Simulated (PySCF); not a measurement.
SMILES [NH2][Al]([OH])[OH] (H4AlNO2) (CAM-B3LYP/def2-SVP optimised geometry):

```
8

Al    -0.215    -0.390     0.000
O     -1.028    -1.877     0.000
H     -1.969    -2.056     0.001
O      1.478    -0.390     0.000
H      2.030    -1.174    -0.002
N     -1.030     1.172     0.000
H     -0.534     2.056     0.000
H     -2.030     1.332     0.001
```

Computed with CAM-B3LYP/def2-TZVP (PySCF).

Task: What are the frontier orbital energies and the dipole moment?

Result: HOMO-2 -10.82 eV, HOMO-1 -10.29 eV, HOMO -8.77 eV, LUMO 0.67 eV, LUMO+1 2.19 eV; dipole moment 1.64 D.

On the same geometry PBE/def2-TZVP in PySCF 2.14.0 gives HOMO-2 -7.55 eV, HOMO-1 -7.02 eV, HOMO -5.84 eV, LUMO -0.98 eV, LUMO+1 0.60 eV; dipole moment 1.54 D.

Meta-Löwdin charges at CAM-B3LYP/def2-TZVP: Al1 1.19, O2 -0.80, H3 0.35, O4 -0.79, H5 0.35, N6 -0.77, H7 0.24, H8 0.23.
